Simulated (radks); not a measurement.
Task: All-electron atom: Sn+ in [Kr] 4d10 5s2 5p1. Calculated with a radial shooting solver on a logarithmic mesh with Libxc functionals: scalar-relativistic Kohn-Sham, PBE, spin-polarised, spherical densities, point nucleus; open shells are filled with parallel spins first (spin-orbit coupling, left out, can overturn this in heavy ions). Some entries of the table are withheld. Estimate them.

orbital  occ.  eigenvalue (Ry)  r(max) (bohr)  <r^2> (bohr^2)
1s up       1        -2133.099        0.01877        0.001143
1s down     1        -2133.098        0.01877        0.001143
2s up       1        -322.5186         0.1061         0.01857
2s down     1        -322.5183         0.1061         0.01857
2p up       3        -289.5803        0.08494         0.01466
2p down     3        -289.5794        0.08494         0.01466
3s up       1        -62.71098         0.3075          0.1317
3s down     1        -62.70983         0.3075          0.1317
3p up       3        -51.94801         0.3009          0.1323
3p down     3        -51.94670         0.3010          0.1323
3d up       5        -35.38224         0.2511          0.1175
3d down     5        -35.38108         0.2511          0.1175
4s up       1        -10.42984         0.7456          0.7583
4s down     1        -10.42715         0.7456          0.7581
4p up       3         -7.17919         0.7884          0.8972
4p down     3         -7.17613         0.7885          0.8963
4d up       5         -2.48636         0.8869           1.435
4d down     5         -2.47804         0.8866           1.421
5s up       1         -1.33401          1.992           6.048
5s down     1         -1.27829          1.975           6.004
5p up       1         -0.78045            (1)           9.562
5p down     0         -0.71999            (2)           9.659

Result: 
(1) 5p up r(max) (bohr): 2.432
(2) 5p down r(max) (bohr): 2.418
